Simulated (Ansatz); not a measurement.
Compare A (`CB(Cl)[SiH2]O`) with its isomer B (`OB(Cl)C[SiH3]`).

Calculated with Ansatz (gas phase, PBE0-D4/def2-TZVP geometries, no zero-point term in ΔE). CCSD(T)/CBS is the MP2 limit (def2-TZVPP, def2-QZVPP) plus CCSD(T) − MP2 in def2-TZVPP, frozen cores. DFT in def2-TZVPP. B3LYP here is the variant with VWN-RPA as its local correlation; programs differ in this. One conformer a species, not always the lowest.

Problem. Which isomer does CCSD(T)/CBS put lower? Give the gap. (Best estimate.)

Solution. Computed: B, by 20.7 kcal/mol.

Problem. Give E(B) − E(A) in kcal/mol with CCSD(T)/def2-TZVPP, PBE0-D4, MP2/def2-TZVPP, ωB97M-V, PBE-D4, HF/def2-TZVPP, B3LYP. (Estimate.)

Solution. Ansatz gave: CCSD(T)/def2-TZVPP -21.7, PBE0-D4 -21.2, MP2/def2-TZVPP -22.7, ωB97M-V -22.4, PBE-D4 -20.6, HF/def2-TZVPP -21.0, B3LYP -20.3. None reverses the order clearly.

Largest T1 diagnostic: 0.012.

In def2-TZVPP, CCSD(T) changes the Hartree–Fock value by −0.7 kcal/mol (the triples alone add −0.2 kcal/mol) and MP2 by −1.7 kcal/mol.
